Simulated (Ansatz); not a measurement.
`[NH2][In]([NH2])[O][SiH3]` → 7 H• + In• + 2 N• + O• + Si•  (atomization)

Gas-phase electronic energies from Ansatz, PBE0-D4/def2-TZVP geometries. CBS: MP2 limit from def2 TZ/QZ plus the TZ coupled-cluster correction, frozen cores. This one scheme is used for every species, atoms too. For atomizations the MP2-based limit and the directly extrapolated one differ by several kJ/mol either way, and by 10 to 25 for some Ge, Se and Sn compounds, so smaller differences from it don't rank the levels. DFT in def2-TZVPP. Open shells (•) are unrestricted, without spin–orbit coupling. Spin–orbit coupling would lower the free atoms: a little for O, Si; strongly for In. def2 core potentials past Kr. Bonds to In are less sure, by a few kJ/mol each and by 10 to 20 or more in all where they break to atoms, as the def2 sets lack core-valence functions. One conformer a species, not always the lowest.

`[NH2][In]([NH2])[O][SiH3]`:

```xyz
12

N    -0.115    2.688    0.886
In    0.035    0.974   -0.146
N     0.233    0.551   -2.101
O    -0.015   -0.626    1.040
Si   -0.080   -2.230    0.827
H     0.335    3.499    0.487
H     0.155    2.606    1.856
H    -0.075   -0.378   -2.354
H    -0.161    1.215   -2.752
H    -1.191   -2.826    1.621
H    -0.314   -2.588   -0.609
H     1.192   -2.885    1.245
```

```json
{"level": "r2SCANh-D4", "ΔE (kJ/mol)": "3740.0"}
{"level": "revPBE", "ΔE (kJ/mol)": "3657.6"}
{"level": "LC-ωPBE", "ΔE (kJ/mol)": "3777.0"}
{"level": "CCSD(T)/def2-SVP", "ΔE (kJ/mol)": "3463.5"}
```

Problem. What does CCSD(T)/CBS give? (Best estimate.)

Solution. Computed: +3834.0 kJ/mol. The listed levels differ from it by -94.0, -176.4, -57.0, -370.5 kJ/mol.

Largest T1 diagnostic among the species: 0.015.

At CCSD(T), def2-SVP lies −370.4 kJ/mol from the extrapolated value and def2-TZVPP −141.4 kJ/mol: correlation converges slowly with the basis, and small sets miss more of it in the bonded molecule than in its fragments. From BLYP to BHLYP (50 % exact exchange), in def2-TZVPP and without D4, ΔE moves by −111.0 kJ/mol: exact exchange takes away binding that semilocal exchange gives to molecules.
